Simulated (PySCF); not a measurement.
# Ru: ionisation energy

Ru [Kr] 4d7 5s1 (5F) → Ru⁺ [Kr] 4d7 (4F), as a difference of total energies. Computed with PySCF 2.14 in aug-cc-pVTZ-PP with ECP28MDF, with scalar relativity through the core potential. Correlated levels: valence: 4s2 4p6 frozen. The calculations carry no spin-orbit coupling.

Task: Order these methods by the ionisation energy they give, lowest first.
A. CCSD (valence)
B. MP2 (valence)
C. CCSD(T) (valence)
D. UHF

Result: D (6.292 eV), A (7.128 eV), B (7.180 eV), C (7.211 eV).

Errors of the correlated levels include the incompleteness of this basis and the frozen core.

For comparison: 7.365 eV (measured; NIST levels, between the centres of gravity of the two terms).
